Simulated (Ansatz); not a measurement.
Ansatz (a first-principles code) input for Sn(Br)(OH)3 (BrH3O3Sn), SMILES [OH][Sn]([OH])([OH])[Br], r2SCAN-D4/def2-SVP. 

Ansatz 0.2 input:
```yaml
crystal:
  periodic: [false, false, false]
  atoms:
    - {symbol: O, position_ang: [0.34459512, -1.79298991, -1.21525227]}
    - {symbol: Sn, position_ang: [-0.42875620, -0.35179542, -0.21449911]}
    - {symbol: O, position_ang: [-1.46324209, -1.07995550, 1.22600015]}
    - {symbol: O, position_ang: [-1.58559857, 0.65452998, -1.36566735]}
    - {symbol: Br, position_ang: [1.32390302, 1.08617475, 0.66308345]}
    - {symbol: H, position_ang: [0.36322660, -1.65909731, -2.16441027]}
    - {symbol: H, position_ang: [-1.22919436, -1.97431903, 1.47765569]}
    - {symbol: H, position_ang: [-2.39886321, 0.95439415, -0.95685545]}
basis:
  gaussian:
    orbitals: def2-SVP
hamiltonian:
  xc: r2scan
  dispersion: d4
relax: {f_tol: 0.002, max_steps: 200}
```

It prints:

```
WARN ansatz: RAYON_NUM_THREADS=1 ignored (pool sized by the plan → 1); use --threads N
Functional definition: r2SCAN
integrals: 0.07 GiB planned
1239 factors; their error is unknown
mean field: 0.34 GiB planned
mean field evaluation 1: about -82041.1483 eV, gradient 8.9e1 eV
mean field evaluation 2: about -81982.3013 eV, gradient 1.9e2 eV
mean field evaluation 4: about -82055.2797 eV, gradient 8.8e0 eV
mean field evaluation 8: about -82055.4408 eV, gradient 1.8e-1 eV
mean field evaluation 16: about -82055.3703 eV, gradient 6.3e-4 eV
mean field -82055.37028333 eV, -3015.4792387849 hartree, gradient 3.0e-5 eV, S^2 0.000000; 0 other end points of the search recorded, 0 dependent functions left out
the calculation of the forces begins
reference -82055.37029466 eV, -3015.4792392012 hartree; 42, 42 occupied and 73, 73 virtual orbitals, 1239 factors
relax step   1: F+E_penalty+E_count = -82055.41800588 eV  Δ(F+E_penalty+E_count) = +0.000e0 eV  max|allowed force component| = 1.100e0 eV/Å  Δτ_max = 0.0000 Å  (28 SCF iters, accepted)
these checks for a lower state are left out or cut short: starts, cluster_reference, orbital_swaps, neighbouring_geometries, increment
integrals: 0.07 GiB planned
1239 factors; their error is unknown
mean field: 0.34 GiB planned
mean field -82055.48270421 eV, -3015.4833701761 hartree, gradient 2.1e-5 eV, S^2 0.000000; 0 other end points of the search recorded, 0 dependent functions left out
the calculation of the forces begins
reference -82055.48271559 eV, -3015.4833705942 hartree; 42, 42 occupied and 73, 73 virtual orbitals, 1239 factors
relax step   2: F+E_penalty+E_count = -82055.52980114 eV  Δ(F+E_penalty+E_count) = -1.118e-1 eV  max|allowed force component| = 3.481e-1 eV/Å  Δτ_max = 0.0901 Å  (29 SCF iters, accepted)
these checks for a lower state are left out or cut short: starts, cluster_reference, orbital_swaps, neighbouring_geometries, increment
integrals: 0.07 GiB planned
1239 factors; their error is unknown
mean field: 0.34 GiB planned
mean field evaluation 32: about -82055.5021 eV, gradient 9.3e-6 eV
mean field -82055.50213380 eV, -3015.4840842001 hartree, gradient 9.3e-6 eV, S^2 0.000000; 0 other end points of the search recorded, 0 dependent functions left out
the calculation of the forces begins
reference -82055.50214516 eV, -3015.4840846177 hartree; 42, 42 occupied and 73, 73 virtual orbitals, 1239 factors
relax step   3: F+E_penalty+E_count = -82055.54926307 eV  Δ(F+E_penalty+E_count) = -1.946e-2 eV  max|allowed force component| = 8.786e-2 eV/Å  Δτ_max = 0.0527 Å  (29 SCF iters, accepted)
these checks for a lower state are left out or cut short: starts, cluster_reference, orbital_swaps, neighbouring_geometries, increment
integrals: 0.07 GiB planned
1239 factors; their error is unknown
mean field: 0.34 GiB planned
mean field -82055.50549048 eV, -3015.4842075558 hartree, gradient 1.2e-5 eV, S^2 0.000000; 0 other end points of the search recorded, 0 dependent functions left out
the calculation of the forces begins
reference -82055.50550184 eV, -3015.4842079733 hartree; 42, 42 occupied and 73, 73 virtual orbitals, 1239 factors
relax step   4: F+E_penalty+E_count = -82055.55257057 eV  Δ(F+E_penalty+E_count) = -3.307e-3 eV  max|allowed force component| = 1.795e-1 eV/Å  Δτ_max = 0.0439 Å  (29 SCF iters, accepted)
these checks for a lower state are left out or cut short: starts, cluster_reference, orbital_swaps, neighbouring_geometries, increment
integrals: 0.07 GiB planned
1239 factors; their error is unknown
mean field: 0.34 GiB planned
mean field -82055.50744091 eV, -3015.4842792329 hartree, gradient 1.9e-5 eV, S^2 0.000000; 0 other end points of the search recorded, 0 dependent functions left out
the calculation of the forces begins
reference -82055.50745228 eV, -3015.4842796507 hartree; 42, 42 occupied and 73, 73 virtual orbitals, 1239 factors
relax step   5: F+E_penalty+E_count = -82055.55451410 eV  Δ(F+E_penalty+E_count) = -1.944e-3 eV  max|allowed force component| = 8.415e-2 eV/Å  Δτ_max = 0.0259 Å  (28 SCF iters, accepted)
these checks for a lower state are left out or cut short: starts, cluster_reference, orbital_swaps, neighbouring_geometries, increment
integrals: 0.07 GiB planned
1239 factors; their error is unknown
mean field: 0.34 GiB planned
mean field -82055.51110293 eV, -3015.4844138098 hartree, gradient 1.1e-5 eV, S^2 0.000000; 0 other end points of the search recorded, 0 dependent functions left out
the calculation of the forces begins
reference -82055.51111435 eV, -3015.4844142294 hartree; 42, 42 occupied and 73, 73 virtual orbitals, 1239 factors
relax step   6: F+E_penalty+E_count = -82055.55817365 eV  Δ(F+E_penalty+E_count) = -3.660e-3 eV  max|allowed force component| = 9.989e-2 eV/Å  Δτ_max = 0.0665 Å  (29 SCF iters, accepted)
these checks for a lower state are left out or cut short: starts, cluster_reference, orbital_swaps, neighbouring_geometries, increment
integrals: 0.07 GiB planned
1239 factors; their error is unknown
mean field: 0.34 GiB planned
mean field -82055.51318286 eV, -3015.4844902456 hartree, gradient 2.4e-5 eV, S^2 0.000000; 0 other end points of the search recorded, 0 dependent functions left out
the calculation of the forces begins
reference -82055.51319430 eV, -3015.4844906660 hartree; 42, 42 occupied and 73, 73 virtual orbitals, 1239 factors
relax step   7: F+E_penalty+E_count = -82055.56029387 eV  Δ(F+E_penalty+E_count) = -2.120e-3 eV  max|allowed force component| = 3.435e-1 eV/Å  Δτ_max = 0.0805 Å  (29 SCF iters, accepted)
these checks for a lower state are left out or cut short: starts, cluster_reference, orbital_swaps, neighbouring_geometries, increment
integrals: 0.07 GiB planned
1239 factors; their error is unknown
mean field: 0.34 GiB planned
mean field evaluation 64: about -82055.5258 eV, gradient 7.6e-4 eV
mean field -82055.52580022 eV, -3015.4849539249 hartree, gradient 9.8e-6 eV, S^2 0.000000; 0 other end points of the search recorded, 0 dependent functions left out
the calculation of the forces begins
reference -82055.52581166 eV, -3015.4849543454 hartree; 42, 42 occupied and 73, 73 virtual orbitals, 1239 factors
relax step   8: F+E_penalty+E_count = -82055.57285832 eV  Δ(F+E_penalty+E_count) = -1.256e-2 eV  max|allowed force component| = 9.076e-2 eV/Å  Δτ_max = 0.0899 Å  (29 SCF iters, accepted)
these checks for a lower state are left out or cut short: starts, cluster_reference, orbital_swaps, neighbouring_geometries, increment
integrals: 0.07 GiB planned
1239 factors; their error is unknown
mean field: 0.34 GiB planned
mean field -82055.52818287 eV, -3015.4850414860 hartree, gradient 1.0e-5 eV, S^2 0.000000; 0 other end points of the search recorded, 0 dependent functions left out
the calculation of the forces begins
reference -82055.52819432 eV, -3015.4850419067 hartree; 42, 42 occupied and 73, 73 virtual orbitals, 1239 factors
relax step   9: F+E_penalty+E_count = -82055.57526881 eV  Δ(F+E_penalty+E_count) = -2.410e-3 eV  max|allowed force component| = 5.949e-2 eV/Å  Δτ_max = 0.0410 Å  (29 SCF iters, accepted)
these checks for a lower state are left out or cut short: starts, cluster_reference, orbital_swaps, neighbouring_geometries, increment
integrals: 0.07 GiB planned
1239 factors; their error is unknown
mean field: 0.34 GiB planned
mean field -82055.52738080 eV, -3015.4850120102 hartree, gradient 1.3e-5 eV, S^2 0.000000; 0 other end points of the search recorded, 0 dependent functions left out
the calculation of the forces begins
reference -82055.52739228 eV, -3015.4850124322 hartree; 42, 42 occupied and 73, 73 virtual orbitals, 1239 factors
relax step  10: F+E_penalty+E_count = -82055.57447562 eV  Δ(F+E_penalty+E_count) = +7.932e-4 eV  max|allowed force component| = 2.091e-1 eV/Å  Δτ_max = 0.0527 Å  (29 SCF iters, rejected (line search))
these checks for a lower state are left out or cut short: starts, cluster_reference, orbital_swaps, neighbouring_geometries, increment
integrals: 0.07 GiB planned
1239 factors; their error is unknown
mean field: 0.34 GiB planned
mean field -82055.52933331 eV, -3015.4850837637 hartree, gradient 1.8e-5 eV, S^2 0.000000; 0 other end points of the search recorded, 0 dependent functions left out
the calculation of the forces begins
reference -82055.52934477 eV, -3015.4850841847 hartree; 42, 42 occupied and 73, 73 virtual orbitals, 1239 factors
relax step  11: F+E_penalty+E_count = -82055.57640173 eV  Δ(F+E_penalty+E_count) = -1.133e-3 eV  max|allowed force component| = 7.241e-3 eV/Å  Δτ_max = 0.0264 Å  (28 SCF iters, accepted)
these checks for a lower state are left out or cut short: starts, cluster_reference, orbital_swaps, neighbouring_geometries, increment
integrals: 0.07 GiB planned
1239 factors; their error is unknown
mean field: 0.34 GiB planned
mean field -82055.52943928 eV, -3015.4850876580 hartree, gradient 1.1e-5 eV, S^2 0.000000; 0 other end points of the search recorded, 0 dependent functions left out
the calculation of the forces begins
reference -82055.52945074 eV, -3015.4850880792 hartree; 42, 42 occupied and 73, 73 virtual orbitals, 1239 factors
relax step  12: F+E_penalty+E_count = -82055.57650485 eV  Δ(F+E_penalty+E_count) = -1.031e-4 eV  max|allowed force component| = 4.809e-3 eV/Å  Δτ_max = 0.0070 Å  (29 SCF iters, accepted)
these checks for a lower state are left out or cut short: starts, cluster_reference, orbital_swaps, neighbouring_geometries, increment
integrals: 0.07 GiB planned
1239 factors; their error is unknown
mean field: 0.34 GiB planned
mean field evaluation 96: about -82055.5941 eV, gradient 8.2e-1 eV
mean field -82055.52951508 eV, -3015.4850904436 hartree, gradient 1.1e-5 eV, S^2 0.000000; 0 other end points of the search recorded, 0 dependent functions left out
the calculation of the forces begins
reference -82055.52952654 eV, -3015.4850908649 hartree; 42, 42 occupied and 73, 73 virtual orbitals, 1239 factors
relax step  13: F+E_penalty+E_count = -82055.57657663 eV  Δ(F+E_penalty+E_count) = -7.178e-5 eV  max|allowed force component| = 2.391e-3 eV/Å  Δτ_max = 0.0091 Å  (29 SCF iters, accepted)
these checks for a lower state are left out or cut short: starts, cluster_reference, orbital_swaps, neighbouring_geometries, increment
integrals: 0.07 GiB planned
1239 factors; their error is unknown
mean field: 0.34 GiB planned
mean field -82055.52951341 eV, -3015.4850903824 hartree, gradient 1.1e-5 eV, S^2 0.000000; 0 other end points of the search recorded, 0 dependent functions left out
the calculation of the forces begins
reference -82055.52952488 eV, -3015.4850908038 hartree; 42, 42 occupied and 73, 73 virtual orbitals, 1239 factors
relax step  14: F+E_penalty+E_count = -82055.57657966 eV  Δ(F+E_penalty+E_count) = -3.028e-6 eV  max|allowed force component| = 7.849e-3 eV/Å  Δτ_max = 0.0037 Å  (30 SCF iters, accepted)
these checks for a lower state are left out or cut short: starts, cluster_reference, orbital_swaps, neighbouring_geometries, increment
integrals: 0.07 GiB planned
1239 factors; their error is unknown
mean field: 0.34 GiB planned
mean field -82055.52952359 eV, -3015.4850907564 hartree, gradient 7.9e-6 eV, S^2 0.000000; 0 other end points of the search recorded, 0 dependent functions left out
the calculation of the forces begins
reference -82055.52953506 eV, -3015.4850911777 hartree; 42, 42 occupied and 73, 73 virtual orbitals, 1239 factors
relax step  15: F+E_penalty+E_count = -82055.57658680 eV  Δ(F+E_penalty+E_count) = -7.138e-6 eV  max|allowed force component| = 1.586e-4 eV/Å  Δτ_max = 0.0015 Å  (24 SCF iters, accepted)
integrals: 0.07 GiB planned
1239 factors; their error is unknown
mean field: 0.34 GiB planned
mean field evaluation 128: about -82055.5295 eV, gradient 7.6e-2 eV
mean field -82055.52952359 eV, -3015.4850907564 hartree, gradient 7.8e-6 eV, S^2 0.000000; 1 other end points of the search recorded, 0 dependent functions left out
the calculation of the forces begins
reference -82055.52953506 eV, -3015.4850911777 hartree; 42, 42 occupied and 73, 73 virtual orbitals, 1239 factors
Total energy: -82055.57659826 eV, -3015.4868207187 hartree
Atom 0 at     0.175967    -1.910604    -1.415675 Å, force    -0.000014    -0.000023    -0.000052 eV/Å
Atom 1 at    -0.592581    -0.485111    -0.297740 Å, force    -0.000117    -0.000137    -0.000112 eV/Å
Atom 2 at    -1.602242    -1.326461     1.166841 Å, force    -0.000010    -0.000070     0.000007 eV/Å
Atom 3 at    -1.852162     0.551731    -1.398016 Å, force     0.000006    -0.000052     0.000010 eV/Å
Atom 4 at     1.207745     0.990734     0.606080 Å, force     0.000057     0.000099     0.000159 eV/Å
Atom 5 at     0.772835    -1.544065    -2.085506 Å, force    -0.000071     0.000049    -0.000020 eV/Å
Atom 6 at    -1.007057    -1.767710     1.791600 Å, force     0.000042     0.000155     0.000010 eV/Å
Atom 7 at    -2.176435     1.328426    -0.917529 Å, force     0.000107    -0.000022    -0.000000 eV/Å
Dipole moment:     0.197677     0.159158     0.099298 e Å
```

The run converged.

Cost: very roughly 90 core-seconds.
